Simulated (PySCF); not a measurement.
## Diatomics of Rb with the fifth-period p block

PBE with double-zeta basis sets in PySCF, for the lowest determinant that a PBE0 search found; no spin–orbit coupling. De refers to high-spin ground-configuration atoms. A positive dipole means M(−)Rb(+).

```json
{"M": "Sb", "basis": "def2-SVP", "state (unpaired electrons)": "triplet (π ↑↑)", "Re (Å)": "3.509", "ωe (cm⁻¹)": "104", "De (eV)": "1.18", "μ (D)": "8.26"}
{"M": "Te", "basis": "def2-SVP", "state (unpaired electrons)": "doublet (π ↑)", "Re (Å)": "3.350", "ωe (cm⁻¹)": "121", "De (eV)": "2.18", "μ (D)": "10.33"}
{"M": "I", "basis": "def2-SVP", "state (unpaired electrons)": "singlet (closed shell)", "Re (Å)": "3.236", "ωe (cm⁻¹)": "134", "De (eV)": "3.33", "μ (D)": "11.27"}
```

The shortest bond is that of RbI (3.236 Å), the longest that of RbSb (3.509 Å). RbI is bound most strongly (3.33 eV) and RbSb least (1.18 eV).

The state changes along the series, so neighbouring rows are not always alike in their bonding.

Spin–orbit coupling is left out, which matters for elements this heavy, above all for dissociation energies. States were picked by a PBE0 search and need not be the measured ground states.
